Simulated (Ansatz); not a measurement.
Consider the cleavage of the Si–Si bond: `N[SiH2][SiH](F)S` + NH₃ → `N[SiH](F)S` + `N[SiH3]`.

Isolated molecules relaxed with PBE0-D4/def2-TZVP in Ansatz; ΔE leaves out vibrations. CCSD(T)/CBS is the MP2 limit (def2-TZVPP, def2-QZVPP) plus CCSD(T) − MP2 in def2-TZVPP, frozen cores. This one scheme is used for every species. Functionals use def2-TZVPP. One conformer a species, not always the lowest.

| species | PBE0-D4 energy (Eh) |
| --- | --- |
| `N[SiH2][SiH](F)S` | -1135.07224 |
| NH₃ | -56.51608 |
| `N[SiH](F)S` | -844.50063 |
| `N[SiH3]` | -347.11159 |

Question: Work out ΔE.

Answer: ΔE = (-844.50063) + (-347.11159) − (-1135.07224) − (-56.51608) = -0.02390 Eh = -62.7 kJ/mol. CCSD(T)/CBS gives -77.0 kJ/mol.

Largest T1 diagnostic among the species: 0.012.

From PBE to PBE0 (25 % exact exchange), in def2-TZVPP and without D4, ΔE moves by −9.0 kJ/mol. In def2-TZVPP, CCSD(T) changes the Hartree–Fock value by +26.2 kJ/mol (the triples alone add +4.4 kJ/mol) and MP2 by +20.3 kJ/mol. The D4 term adds +7.8 kJ/mol with B3LYP and +4.7 kJ/mol with PBE0; it sums over pairs of atoms, weighted by their polarisabilities, and B3LYP, whose exchange is more repulsive, gets the larger term.

B3LYP here is the variant with VWN-RPA as its local correlation; programs differ in this.
